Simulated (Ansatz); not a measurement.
```yaml
crystal:
  periodic: [false, false, false]
  atoms:
    - {symbol: C, position_ang: [0.033637, 2.618973, 0.489534]}
    - {symbol: O, position_ang: [-0.094577, 1.136420, 0.946049]}
    - {symbol: In, position_ang: [1.319781, -0.177442, 1.367546]}
    - {symbol: O, position_ang: [-0.125845, -1.383718, -0.012739]}
    - {symbol: C, position_ang: [0.227981, -2.320731, -0.757410]}
    - {symbol: In, position_ang: [-1.698729, -0.242718, 0.143231]}
    - {symbol: H, position_ang: [-0.941474, 3.159305, 0.356475]}
    - {symbol: H, position_ang: [0.803294, 3.256799, 0.943709]}
    - {symbol: H, position_ang: [0.443492, 2.505324, -0.970528]}
    - {symbol: H, position_ang: [2.504478, -0.151334, 0.172180]}
    - {symbol: H, position_ang: [1.156301, -0.474801, 2.677193]}
    - {symbol: H, position_ang: [0.798901, -3.259342, -0.528464]}
    - {symbol: H, position_ang: [0.687984, -1.936224, -1.756867]}
    - {symbol: H, position_ang: [-0.767423, -2.948067, -1.036741]}
    - {symbol: H, position_ang: [-1.833893, 0.073153, -1.624551]}
    - {symbol: H, position_ang: [-2.979304, -0.175214, 1.174775]}
basis:
  gaussian: {orbitals: def2-mTZVP}
hamiltonian: {xc: {name: HF}}
correlation: {method: mp2, frozen_orbitals: {C: 0}}
```

```sh
$ ansatz run in.yaml --threads 4 --pin off --events-out ev --progress --plain --max-ram 11315MiB
```

Output, abridged:

```
Functional definition: HF
Error: "frozen_orbitals" has no count for O
```

(1) Something in this input is off. What?

Answers

(1) Frozen orbitals are typed for one element alone, and the program wants a count for each. The input was rejected before any iteration.
